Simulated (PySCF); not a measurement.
MoF₃, SMILES [F][Mo]([F])[F] (connectivity only; charge and spin as stated), neutral, multiplicity 4.

Coordinates come from a B3LYP-D3(BJ)/def2-TZVP optimisation. The multiplicity is an assumed one; other spin states were not compared. The def2 effective core potentials stand for the cores of Mo; spin–orbit coupling is left out.

Method: PySCF with TDA-LC-ωPBE/def2-SVPD.

Vertical excitations; the highest root listed may be one member of a degenerate set. Isolated molecule, no solvent.

```json
[
 {"state": "root 1", "energy (eV)": "2.01", "λ (nm)": "616", "f": "0.001", "main pairs": "α HOMO−1→LUMO+1 49 %, α HOMO→LUMO 49 %"},
 {"state": "root 2", "energy (eV)": "2.02", "λ (nm)": "615", "f": "0.000", "main pairs": "α HOMO−1→LUMO 49 %, α HOMO→LUMO+1 49 %"},
 {"state": "root 3", "energy (eV)": "2.41", "λ (nm)": "515", "f": "0.000", "main pairs": "α HOMO→LUMO, α HOMO−1→LUMO+1 (degenerate set)"},
 {"state": "root 4", "energy (eV)": "2.41", "λ (nm)": "515", "f": "0.000", "main pairs": "α HOMO→LUMO+1, α HOMO−1→LUMO (degenerate set)"},
 {"state": "root 5", "energy (eV)": "2.63", "λ (nm)": "471", "f": "0.002", "main pairs": "α HOMO−2→LUMO (degenerate set)"},
 {"state": "root 6", "energy (eV)": "2.63", "λ (nm)": "471", "f": "0.002", "main pairs": "α HOMO−2→LUMO+1 (degenerate set)"},
 {"state": "root 7", "energy (eV)": "5.53", "λ (nm)": "224", "f": "0.000", "main pairs": "α HOMO−1→LUMO+2, α HOMO−1→LUMO+7 (degenerate set)"},
 {"state": "root 8", "energy (eV)": "5.53", "λ (nm)": "224", "f": "0.000", "main pairs": "α HOMO→LUMO+2, α HOMO→LUMO+7 (degenerate set)"},
 {"state": "root 9", "energy (eV)": "5.91", "λ (nm)": "210", "f": "0.014", "main pairs": "α HOMO−1→LUMO+3, α HOMO−1→LUMO+6 (degenerate set)"},
 {"state": "root 10", "energy (eV)": "5.91", "λ (nm)": "210", "f": "0.014", "main pairs": "α HOMO→LUMO+3, α HOMO→LUMO+6 (degenerate set)"}
]
```
Unrestricted roots are not spin-pure.
